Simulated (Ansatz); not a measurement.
Reactions of `[BH2][GeH2][CH2][SiH3]`.

Gas-phase electronic energies from Ansatz, PBE0-D4/def2-TZVP geometries. CBS: MP2 limit from def2 TZ/QZ plus the TZ coupled-cluster correction, frozen cores. This one scheme is used for every species. For Ge outer-core shells are correlated without core-valence functions, which leaves a few kJ/mol of doubt a bond. Scalar relativity is left out up to krypton. One conformer a species, not always the lowest.

```
                                                                                               reaction  HF/CBS(def2) (kJ/mol)  CCSD(T)/CBS(def2) (kJ/mol)
      `[BH2][GeH2][CH2][SiH3]` + `NC[SiH2][NH][AlH2]` → `BC[SiH2][NH][AlH2]` + `[NH2][GeH2][CH2][SiH3]`                   -133                        -133
               `[BH2][GeH2][CH2][SiH3]` + `[OH][GeH2][SH]` → `[SiH3][O][GeH2][SH]` + `[BH2][GeH2][CH3]`                   -120                         -96
                            `[BH2][GeH2][CH2][SiH3]` + `NC1=CC1` → `[NH2][GeH2][CH2][SiH3]` + `BC1=CC1`                    -82                        -114
                           `[BH2][GeH2][CH2][SiH3]` + `N[SiH2]S` → `[SiH3][CH2][GeH2][SH]` + `B[SiH2]N`                     24                          30
  `[BH2][GeH2][CH2][SiH3]` + `[NH2][Al]([NH2])[OH]` → `[OH][GeH2][CH2][SiH3]` + `[BH2][Al]([NH2])[NH2]`                    119                         126
                  `[BH2][GeH2][CH2][SiH3]` + `N[Si](N)(O)O` → `N[Si](N)(O)O[SiH3]` + `[BH2][GeH2][CH3]`                   -127                        -101
                                  `[BH2][GeH2][CH2][SiH3]` + `NCCO` → `OCCN[SiH3]` + `[BH2][GeH2][CH3]`                    -52                         -40
`[BH2][GeH2][CH2][SiH3]` + `C=C([SiH3])[SiH2][SiH3]` → `[BH2][GeH2][SiH2][SiH3]` + `C=C([SiH3])C[SiH3]`                     10                           2
  `[BH2][GeH2][CH2][SiH3]` + `F[SiH]1C[SiH2][SiH2]1` → `B[SiH]1C[SiH2][SiH2]1` + `[F][GeH2][CH2][SiH3]`                    104                          43
                                    `[BH2][GeH2][CH2][SiH3]` + `O=CF` → `[BH2][GeH2][F]` + `O=CC[SiH3]`                    -67                         -43
```

Largest T1 diagnostic: 0.016, for `O=CF`.
